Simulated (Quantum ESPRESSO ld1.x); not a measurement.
Input (ld1.x (Quantum ESPRESSO 7.5)):

```
 &input
    atom='Rh',
    iswitch=1,
    rel=2,
    dft='RXC-VWN',
    config='[Kr] 4d8 5s0 5p0',
    rel_dist='energy',
    verbosity='high',
    lsmall=.true.,
    prefix='ld1',
    max_out_wfc=37,
    file_charge='ld1.rho',
 /
```

It prints (banner and zero overlaps left out):

```
     Program LD1 v.7.5 starts

     --------------------------- All-electron run ----------------------------

     dirac relativistic calculation

     atomic number is 45.00
     dft =RXC-VWN   lsd =0 sic =0 latt =0  beta=0.20 tr2=1.0E-14
     Exchange-correlation= RXC-VWN
                           (   3   2   0   0   0   0   0)
     mesh =2053 r(mesh) = 100.41760 a.u. xmin = -8.00 dx = 0.00800
     1 Ry =  13.60569312 eV, c = 137.03599908

     n l j   nl                  e(Ry)          e(Ha)          e(eV)
     Spin orbit split results
     1 0 0.5 1S 1( 2.00)   -1683.617711115    -841.808855558 -22906.7859139
     2 0 0.5 2S 1( 2.00)    -244.829743554    -122.414871777  -3331.0783582
     2 1 0.5 2P 1( 2.00)    -227.072823967    -113.536411984  -3089.4831595
     2 1 1.5 2P 1( 4.00)    -216.534632308    -108.267316154  -2946.1037577
     3 0 0.5 3S 1( 2.00)     -44.186861860     -22.093430930   -601.1928825
     3 1 0.5 3P 1( 2.00)     -37.185130797     -18.592565399   -505.9294784
     3 1 1.5 3P 1( 4.00)     -35.370277106     -17.685138553   -481.2371360
     4 0 0.5 4S 1( 2.00)      -6.610181235      -3.305090618    -89.9360974
     4 1 0.5 4P 1( 2.00)      -4.472266154      -2.236133077    -60.8482809
     4 1 1.5 4P 1( 4.00)      -4.183690290      -2.091845145    -56.9220062
     3 2 1.5 3D 1( 4.00)     -22.870508327     -11.435254164   -311.1691179
     3 2 2.5 3D 1( 6.00)     -22.510894099     -11.255447049   -306.2763170
     4 2 1.5 4D 1( 4.00)      -1.034036150      -0.517018075    -14.0687785
     4 2 2.5 4D 1( 4.00)      -1.004317943      -0.502158971    -13.6644417
     5 0 0.5 5S 1( 0.00)      -0.813546230      -0.406773115    -11.0688604
     5 1 0.5 5P 1( 0.00)      -0.476905913      -0.238452957     -6.4886355
     5 1 1.5 5P 1( 0.00)      -0.458419617      -0.229209809     -6.2371166
     Averaged results
     1 0     1S 1( 2.00)   -1683.617711115    -841.808855558 -22906.7859139
     2 0     2S 1( 2.00)    -244.829743554    -122.414871777  -3331.0783582
     2 1     2P 1( 6.00)    -220.047362861    -110.023681430  -2993.8968916
     3 0     3S 1( 2.00)     -44.186861860     -22.093430930   -601.1928825
     3 1     3P 1( 6.00)     -35.975228337     -17.987614168   -489.4679168
     4 0     4S 1( 2.00)      -6.610181235      -3.305090618    -89.9360974
     4 1     4P 1( 6.00)      -4.279882245      -2.139941122    -58.2307644
     3 2     3D 1(10.00)     -22.654739790     -11.327369895   -308.2334374
     4 2     4D 1( 8.00)      -1.016205226      -0.508102613    -13.8261765
     5 0     5S 1( 0.00)      -0.813546230      -0.406773115    -11.0688604
     5 1     5P 1( 0.00)      -0.464581716      -0.232290858     -6.3209563

     final scf error:  3.6E-16 reached in  27 iterations

     Etot =   -9548.393168 Ry,   -4774.196584 Ha, -129912.507258 eV

     Ekin =    9928.580887 Ry,    4964.290443 Ha,  135085.224694 eV
     Encl =  -23091.001204 Ry,  -11545.500602 Ha, -314169.076280 eV
     Eh   =    3869.744433 Ry,    1934.872217 Ha,   52650.555226 eV
     Exc  =    -255.717284 Ry,    -127.858642 Ha,   -3479.210898 eV

     normalization and overlap integrals

     s(1S/1S) =  1.000000  <r> =   0.0327  <r2> =    0.0014  r(max) =   0.0212
     LC norm =  0.97310250 + SC norm =  0.02689750 =  1.00000000
     s(2S/2S) =  1.000000  <r> =   0.1420  <r2> =    0.0238  r(max) =   0.1202
     LC norm =  0.99440683 + SC norm =  0.00559317 =  1.00000000
     s(2P/2P) =  1.000000  <r> =   0.1205  <r2> =    0.0178  r(max) =   0.0930
     LC norm =  0.99438708 + SC norm =  0.00561292 =  1.00000000
     s(2P/2P) =  1.000000  <r> =   0.1254  <r2> =    0.0192  r(max) =   0.0968
     LC norm =  0.99459477 + SC norm =  0.00540523 =  1.00000000
     s(3S/3S) =  1.000000  <r> =   0.3918  <r2> =    0.1758  r(max) =   0.3539
     LC norm =  0.99845786 + SC norm =  0.00154214 =  1.00000000
     s(3P/3P) =  1.000000  <r> =   0.3840  <r2> =    0.1716  r(max) =   0.3401
     LC norm =  0.99850874 + SC norm =  0.00149126 =  1.00000000
     s(3P/3P) =  1.000000  <r> =   0.3947  <r2> =    0.1812  r(max) =   0.3483
     LC norm =  0.99856562 + SC norm =  0.00143438 =  1.00000000
     s(4S/4S) =  1.000000  <r> =   0.9814  <r2> =    1.0933  r(max) =   0.8810
     LC norm =  0.99961996 + SC norm =  0.00038004 =  1.00000000
     s(4P/4P) =  1.000000  <r> =   1.0614  <r2> =    1.2939  r(max) =   0.9244
     LC norm =  0.99967383 + SC norm =  0.00032617 =  1.00000000
     s(4P/4P) =  1.000000  <r> =   1.0933  <r2> =    1.3734  r(max) =   0.9544
     LC norm =  0.99969000 + SC norm =  0.00031000 =  1.00000000
     s(3D/3D) =  1.000000  <r> =   0.3688  <r2> =    0.1627  r(max) =   0.2898
     LC norm =  0.99867648 + SC norm =  0.00132352 =  1.00000000
     s(3D/3D) =  1.000000  <r> =   0.3723  <r2> =    0.1657  r(max) =   0.2921
     LC norm =  0.99869302 + SC norm =  0.00130698 =  1.00000000
     s(4D/4D) =  1.000000  <r> =   1.5353  <r2> =    2.8864  r(max) =   1.1381
     LC norm =  0.99983030 + SC norm =  0.00016970 =  1.00000000
     s(4D/4D) =  1.000000  <r> =   1.5575  <r2> =    2.9736  r(max) =   1.1564
     LC norm =  0.99983453 + SC norm =  0.00016547 =  1.00000000
     s(5S/5S) =  1.000000  <r> =   2.9289  <r2> =    9.7374  r(max) =   2.4926
     LC norm =  0.99995465 + SC norm =  0.00004535 =  1.00000000
     s(5P/5P) =  1.000000  <r> =   3.6888  <r2> =   15.5811  r(max) =   3.0936
     LC norm =  0.99997188 + SC norm =  0.00002812 =  1.00000000
     s(5P/5P) =  1.000000  <r> =   3.7941  <r2> =   16.4720  r(max) =   3.1688
     LC norm =  0.99997325 + SC norm =  0.00002675 =  1.00000000

     LC charge = 43.87323856 + SC charge =  0.12676144 = 44.00000000

     ------------------------ End of All-electron run ------------------------
```

Run on one thread of a shared host, so times are rough (Intel(R) Xeon(R) Processor @ 2.60GHz): 0.65 s of CPU time, 0.69 s wall, 27 iterations on 2053 mesh points.
